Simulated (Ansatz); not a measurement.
A nudged elastic band was laid between two geometries of FGaH4 + H2O (9 atoms, charge 0, multiplicity 1).

The calculation used UHF/def2-SVP (Ansatz 0.2.0).

```yaml
movable_images: 5
climbing_image: yes
spring: 5.0 eV/Å²
optimiser: quadratic models (default)
start_path: straight line
force_threshold: 0.05 eV/Å
iteration_limit: 60
end_points: relaxed
```

First end point:

```xyz
9
Properties=species:S:1:pos:R:3
Ga -0.955 -1.282 0.586
H -1.516 0.210 0.521
H -1.025 -2.131 -0.744
H -0.830 -1.980 1.992
H 1.176 0.254 -0.016
F 1.132 -0.598 0.373
H 0.057 1.999 -0.443
O 0.927 1.694 -0.669
H 1.035 1.835 -1.599
```

Last end point:

```xyz
9
Properties=species:S:1:pos:R:3
Ga 0.346 -1.322 0.311
H -2.739 1.618 0.026
H -0.413 -1.853 -0.960
H -0.224 -1.155 1.759
H 1.764 0.665 -0.351
F 2.112 -1.535 0.241
H -2.157 1.856 0.430
O 0.813 0.693 -0.314
H 0.499 1.033 -1.141
```

Problem. Which bonds break or form, and what moves?

Solution. Bonds broken: Ga1–H2, H5–F6, H7–O8. Bonds formed: Ga1–O8, H2–H7, H5–O8. FGaH4 + H2O becomes FGaH4O + H2.

Problem. What energy profile does the band end with?

Solution. It converged. The highest image is number 1 of 0 to 6, 0.76 eV above the first end and 1.44 eV above the last; the last end lies 0.68 eV below the first. Another band between the same ends (5 images) ends at a top of the same energy, where a vibrational analysis finds 1 clearly imaginary mode. The orbitals were unrestricted but ended closed-shell.

| image | path coordinate (Å) | energy (eV) | Ga1–H2 (Å) | H5–F6 (Å) | H7–O8 (Å) |
| --- | --- | --- | --- | --- | --- |
| 0 | 0.00 | 0.00 | 1.60 | 0.94 | 0.95 |
| 1 | 1.56 | 0.76 | 1.76 | 1.52 | 1.15 |
| 2 | 2.50 | -0.10 | 2.29 | 1.89 | 2.07 |
| 3 | 3.44 | -0.17 | 2.78 | 1.98 | 2.34 |
| 4 | 4.37 | -0.39 | 2.97 | 2.09 | 2.41 |
| 5 | 5.31 | -0.66 | 3.45 | 2.26 | 2.86 |
| 6 | 6.25 | -0.68 | 4.27 | 2.31 | 3.27 |

Problem. What is the geometry of the highest image?

Solution. 
```xyz
9
Properties=species:S:1:pos:R:3
Ga -0.644 -1.191 0.442
H -1.123 0.477 0.129
H -1.168 -2.030 -0.781
H -0.910 -1.472 1.963
H 1.279 0.677 -0.179
F 1.162 -0.797 0.171
H -0.245 1.076 -0.121
O 0.786 1.521 -0.352
H 0.863 1.740 -1.273
```

The run took 110 s on 2 threads of Intel(R) Xeon(R) 6975P-C (Granite Rapids), with other jobs on the host, peak memory 0.29 GiB.
